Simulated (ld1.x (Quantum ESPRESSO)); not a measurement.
**Building the PAW potential for V (Z = 23) (PBEsol, scalar-relativistic).**

- Element: V (Z = 23)
- Generator: ld1.x (Quantum ESPRESSO) 7.5
- Type: PAW
- Functional: PBEsol
- Relativity: scalar-relativistic
- Frozen core: [Ne]
- Valence charge: 13
- Reference configuration: 3s2 3p6 3d3 4s1 4p1
- Partial waves: 3s (bound): rcut 1.25, rcutus 1.35 bohr; 4s (bound): rcut 1.25, rcutus 1.35 bohr; 3p (bound): rcut 1.40, rcutus 1.65 bohr; 4p (bound): rcut 1.40, rcutus 1.65 bohr; 3d (bound): rcut 2.10, rcutus 2.30 bohr; 3d channel at 0.65 Ry: rcut 2.10, rcutus 2.30 bohr
- Local potential: all-electron potential smoothed inside 1.60 bohr (lloc = -2)
- Core correction: Bessel-smoothed model core inside 1.15 bohr
- Augmentation charge: BG, radius 1.10 bohr

Task: Does the generator finish with these settings?

Result: Yes, a potential is produced and its reference levels are reproduced.

Task: Estimate the cutoffs (Ry, on a coarse ladder) from which the occupation-weighted sum of valence levels, in a spherical-Bessel basis at the reference potential, stays within 10 and 1 mRy of its value at 400 Ry.

Result: 40 Ry and 55 Ry.

Task: What does a ghost test show?

Result: No extra level below or beside the all-electron valence levels (s, p, d, f tested).

Task: Is the overlap operator S = 1 + Σ q|β⟩⟨β| positive definite (Bessel basis up to 400 Ry)?

Result: Yes: its lowest eigenvalue is 0.13 (p channel).

Task: Which valence shell sets the plane-wave cutoff?

Result: 4p: its level needs 45 Ry to come within 1 mRy, against 35 Ry for 4s.

Its largest configuration-test error is +515 meV (3s2 3p6 3d2 4s0 4p0). Test run stopped at test 5 of 7 (negative rho).
